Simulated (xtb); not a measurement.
C$_{4}$H$_{9}$ (SMILES [CH2]C(C)C), doublet, from a rough starting geometry; xtb with GFN2-xTB.

Input for xtb:
```
$ xtb mol.xyz --gfn 2 --uhf 1 --opt vtight --json

# file mol.xyz
13

C      0.00631321     0.13199464     0.30457835
H      0.04323752     0.11016837     1.42452431
C      0.01206002     1.58991117    -0.14342501
H     -0.86636629     2.10694066     0.25730987
H      0.88384862     2.06673773     0.23560316
C      1.26957075    -0.63285543    -0.16342283
H      1.22085359    -0.60828273    -1.23968401
H      2.16187785    -0.09155835     0.17506629
H      1.30697360    -1.61036625     0.26621776
C     -1.22984377    -0.64068119    -0.17052579
H     -1.30348761    -0.60245874    -1.22871872
H     -1.28968970    -1.61668027     0.20824629
H     -2.17152956    -0.07604317     0.24357067
```

The log (banner, timings and long lists left out):

```
   ID    Z sym.   atoms
    1    6 C      1, 3, 6, 10
    2    1 H      2, 4, 5, 7-9, 11-13

           -------------------------------------------------
          |                Calculation Setup                |
           -------------------------------------------------

           -------------------------------------------------
          |                 G F N 2 - x T B                 |
           -------------------------------------------------

          ...................................................
          :                      SETUP                      :
          :.................................................:
          :  # basis functions                  25          :
          :  # atomic orbitals                  25          :
          :  # shells                           17          :
          :  # electrons                        25          :
          :  max. iterations                   250          :
          :  Hamiltonian                  GFN2-xTB          :
          :  restarted?                      false          :
          :  GBSA solvation                  false          :
          :  PC potential                    false          :
          :  electronic temp.          300.0000000     K    :
          :  accuracy                    1.0000000          :
          :  -> integral cutoff          0.2500000E+02      :
          :  -> integral neglect         0.1000000E-07      :
          :  -> SCF convergence          0.1000000E-05 Eh   :
          :  -> wf. convergence          0.1000000E-03 e    :
          :  Broyden damping             0.4000000          :
          :  net charge                          0          :
          :  unpaired electrons                  1          :
          ...................................................

 iter      E             dE          RMSdq      gap      omega  full diag
   1    -13.2112419 -0.132112E+02  0.300E+00   10.22       0.0  T
   2    -13.2413299 -0.300879E-01  0.169E+00   10.32       1.0  T
   3    -13.2419737 -0.643824E-03  0.730E-01   10.51       1.0  T
   4    -13.2421540 -0.180332E-03  0.208E-01   10.38       1.0  T
   5    -13.2423569 -0.202917E-03  0.665E-02   10.42       1.0  T
   6    -13.2423580 -0.101734E-05  0.115E-02   10.42       2.4  T
   7    -13.2423581 -0.138751E-06  0.404E-03   10.42       6.9  T
   8    -13.2423581 -0.156133E-07  0.594E-04   10.42      46.7  T
   9    -13.2423581 -0.447063E-09  0.272E-04   10.42     102.1  T

[...]
 * total energy  :   -13.0635600 Eh     change       -0.2699760E-02 Eh
 * total energy  :   -13.0643569 Eh     change       -0.7969786E-03 Eh
 * total energy  :   -13.0650288 Eh     change       -0.6718333E-03 Eh
 * total energy  :   -13.0653917 Eh     change       -0.3629009E-03 Eh
 * total energy  :   -13.0655500 Eh     change       -0.1583415E-03 Eh
 * total energy  :   -13.0655875 Eh     change       -0.3749165E-04 Eh
 * total energy  :   -13.0656126 Eh     change       -0.2510233E-04 Eh
 * total energy  :   -13.0656214 Eh     change       -0.8757495E-05 Eh
 * total energy  :   -13.0656258 Eh     change       -0.4470260E-05 Eh
 * total energy  :   -13.0656269 Eh     change       -0.1037225E-05 Eh
 * total energy  :   -13.0656270 Eh     change       -0.1287131E-06 Eh
 * total energy  :   -13.0656270 Eh     change       -0.1790771E-07 Eh
   *** GEOMETRY OPTIMIZATION CONVERGED AFTER 14 ITERATIONS ***
         :: total energy             -13.065627022465 Eh    ::
[...]
    11   1 H        0.925     0.038     2.475     2.460
    12   1 H        0.925     0.033     2.537     2.491
    13   1 H        0.925     0.037     2.494     2.470

 Mol. C6AA /au·bohr⁶  :       1141.009689
 Mol. C8AA /au·bohr⁸  :      23909.524751
 Mol. α(0) /au        :         51.372465

Wiberg/Mayer (AO) data.
largest (>0.10) Wiberg bond orders for each atom

 ---------------------------------------------------------------------------
     #   Z sym  total        # sym  WBO       # sym  WBO       # sym  WBO
 ---------------------------------------------------------------------------
     1   6 C    3.997 --     3 C    1.094    10 C    0.994     6 C    0.992
                             2 H    0.914
     2   1 H    0.994 --     1 C    0.914
     3   6 C    3.182 --     1 C    1.094     4 H    0.984     5 H    0.984
     4   1 H    0.999 --     3 C    0.984
     5   1 H    0.999 --     3 C    0.984
     6   6 C    3.996 --     1 C    0.992     7 H    0.988     9 H    0.987
                             8 H    0.987
     7   1 H    0.999 --     6 C    0.988
     8   1 H    0.999 --     6 C    0.987
     9   1 H    0.999 --     6 C    0.987
    10   6 C    3.996 --     1 C    0.994    11 H    0.988    12 H    0.987
                            13 H    0.987
    11   1 H    0.999 --    10 C    0.988
    12   1 H    0.999 --    10 C    0.987
    13   1 H    0.999 --    10 C    0.987
 ---------------------------------------------------------------------------

Topologies differ in total number of bonds
Writing topology from bond orders to xtbtopo.mol

molecular dipole:
                 x           y           z       tot (Debye)
 q only:        0.001      -0.164       0.046
   full:        0.001      -0.176       0.067       0.478
molecular quadrupole (traceless):
                xx          xy          yy          xz          yz          zz
 q only:        0.450      -0.008      -0.490       0.003      -0.024       0.039
  q+dip:        0.418      -0.009      -0.351       0.032      -0.487      -0.066
   full:        0.418      -0.009      -0.502       0.017      -0.218       0.084

optimized geometry written to: xtbopt.xyz

           -------------------------------------------------
          | TOTAL ENERGY              -13.065627022465 Eh   |
          | GRADIENT NORM               0.000063615852 Eh/α |
          | HOMO-LUMO GAP              10.913122395480 eV   |
           -------------------------------------------------
```
